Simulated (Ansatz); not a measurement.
Isolated molecules relaxed with PBE0-D4/def2-TZVP in Ansatz; ΔE leaves out vibrations. CCSD(T)/CBS is the MP2 limit (def2-TZVPP, def2-QZVPP) plus CCSD(T) − MP2 in def2-TZVPP, frozen cores. This one scheme is used for every species. Functionals use def2-TZVPP. One conformer a species, not always the lowest.

Reaction (ligand exchange at the Si–O bond): `O[SiH2]N[SiH3]` + H–F → `F[SiH2]N[SiH3]` + H₂O

`O[SiH2]N[SiH3]`:

```xyz
11

O    -0.343   -2.244   -0.084
Si    0.012   -0.936   -1.017
N     0.595    0.424   -0.139
Si   -0.293    1.438    0.944
H     0.363   -2.624    0.440
H    -1.279   -0.623   -1.664
H     1.077   -1.259   -2.005
H     1.578    0.627   -0.251
H     0.126    1.262    2.362
H    -1.722    1.060    0.810
H    -0.113    2.874    0.602
```

H–F:

Z-matrix (Å, degrees):
```
F
H 1 0.920
```

`F[SiH2]N[SiH3]`:

Cartesian coordinates in Å:
```
F -1.540 -1.843 0.877
Si -1.386 -0.270 0.614
N -0.233 0.082 -0.592
Si 1.476 0.309 -0.406
H -2.717 0.202 0.172
H -0.938 0.326 1.891
H -0.575 0.058 -1.544
H 2.256 -0.779 -1.054
H 1.748 0.317 1.052
H 1.908 1.598 -1.010
```

H₂O:

Z-matrix (Å, degrees):
```
O
H 1 0.960
H 1 0.960 2 105.1
```

Is it downhill or uphill in electronic energy at CCSD(T)/CBS, and by how much? (Estimate.)

The calculation gave: Downhill: ΔE = -47.4 kJ/mol.

What do these levels give: r2SCAN-D4, PBE0-D4, SCS-MP2/def2-TZVPP, CCSD(T)/def2-TZVPP, MP2/def2-QZVPP, SCS-MP2/def2-QZVPP? (Estimate.)

Computed: r2SCAN-D4 -48.3, PBE0-D4 -45.0, SCS-MP2/def2-TZVPP -47.1, CCSD(T)/def2-TZVPP -46.1, MP2/def2-QZVPP -45.8, SCS-MP2/def2-QZVPP -48.2 kJ/mol.

Largest T1 diagnostic among the species: 0.011.

In def2-TZVPP, CCSD(T) changes the Hartree–Fock value by +7.7 kJ/mol (the triples alone add +1.2 kJ/mol) and MP2 by +9.2 kJ/mol. The D4 term adds +3.5 kJ/mol with B3LYP and +1.9 kJ/mol with PBE0; it sums over pairs of atoms, weighted by their polarisabilities, and B3LYP, whose exchange is more repulsive, gets the larger term.

B3LYP here is the variant with VWN-RPA as its local correlation; programs differ in this.
